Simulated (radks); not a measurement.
Problem. Ce V, configuration [Xe]. Method: Dirac Kohn-Sham, HCTH/407, spin-unpolarised, spherical densities, point nucleus; computed with a radial shooting solver on a logarithmic mesh with Libxc functionals. Some entries of the table are withheld. Estimate them.

orbital,occ.,eigenvalue (hartree),r(max) (bohr),<1/r> (bohr^-1)
1s1/2,2,-1479.891,(1),63.32
2s1/2,2,-238.5549,0.08924,14.93
2p1/2,2,-225.4127,0.06798,14.92
2p3/2,4,-209.0035,0.07323,13.51
3s1/2,2,-52.78314,0.2548,5.392
3p1/2,2,-47.20826,0.2415,(2)
3p3/2,4,-43.97798,0.2529,(3)
3d3/2,4,(4),0.2031,4.823
3d5/2,6,(5),0.2063,4.734
4s1/2,2,-12.01583,0.5922,2.245
4p1/2,2,(6),0.6010,2.143
4p3/2,4,(7),0.6250,2.029
4d3/2,4,-5.80261,0.6438,1.820
4d5/2,6,-5.67757,0.6515,1.792
5s1/2,2,(8),1.342,0.9174
5p1/2,2,-2.30829,1.448,0.8304
5p3/2,4,-2.18792,1.506,0.7928
4f5/2,0,(9),0.6795,1.330
4f7/2,0,(10),0.6834,1.321
6s1/2,0,-1.08791,2.963,0.4231

Solution. 
(1) 1s1/2 r(max) (bohr): 0.01574
(2) 3p1/2 <1/r> (bohr^-1): 5.306
(3) 3p3/2 <1/r> (bohr^-1): 4.956
(4) 3d3/2 eigenvalue (hartree): -34.22045
(5) 3d5/2 eigenvalue (hartree): -33.52527
(6) 4p1/2 eigenvalue (hartree): -9.93480
(7) 4p3/2 eigenvalue (hartree): -9.23160
(8) 5s1/2 eigenvalue (hartree): -2.91774
(9) 4f5/2 eigenvalue (hartree): -1.78605
(10) 4f7/2 eigenvalue (hartree): -1.77122
